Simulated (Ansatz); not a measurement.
System: C₂H₆GeO₂, net charge 0, singlet state. SMILES: CC(=O)[O][GeH3]
Structure (B3LYP-D3(BJ)/def2-TZVP (Ansatz, an electronic-structure program) minimum search):
```
C
O 1 1.2111
O 1 1.3367 2 122.35
C 1 1.5039 2 124.77 3 -180.00
H 4 1.0862 1 109.93 2 0.00
H 4 1.0908 5 110.14 1 120.93
H 4 1.0908 5 110.14 6 118.14
Ge 3 1.8435 1 114.72 2 0.00
H 8 1.5299 3 108.88 1 62.14
H 8 1.5299 9 113.55 3 121.47
H 8 1.5337 9 112.18 10 128.50
```

Property: vertical triplet-singlet gap (E(triplet) - E(singlet); each state is the SCF solution reached for its spin), in kcal/mol. Correlated levels leave the core frozen unless marked. UHF or UKS for open shells. No spin-orbit coupling. Frozen are the shells of the preceding noble gas and the d and f shells that filled before the atom's block. Non-relativistic. CBS marks a two-point X^-3 extrapolation of the correlation energy; Hartree-Fock from the larger set. The bracket is a focal-point correction in the basis named.

```csv
level,program,vertical triplet-singlet gap (kcal/mol),minus last row
B3LYP/def2-TZVPD,Ansatz,123.5,-9.4
wB97M-V/def2-TZVPD,Ansatz,128.6,-4.3
MP2/aug-cc-pVDZ,Ansatz,142.6,9.7
RI-MP2/aug-cc-pVTZ,Ansatz,142.2,9.3
CCSD(T)/aug-cc-pVTZ,Ansatz,131.9,-1.0
"RI-MP2/CBS(aug-cc-pVTZ,aug-cc-pVQZ)+[CCSD(T)-MP2]/aug-cc-pVDZ",Ansatz,133.0,0.1
"RI-MP2/CBS(aug-cc-pVTZ,aug-cc-pVQZ)+[CCSD(T)-MP2]/aug-cc-pVTZ",Ansatz,132.9,0.0
```
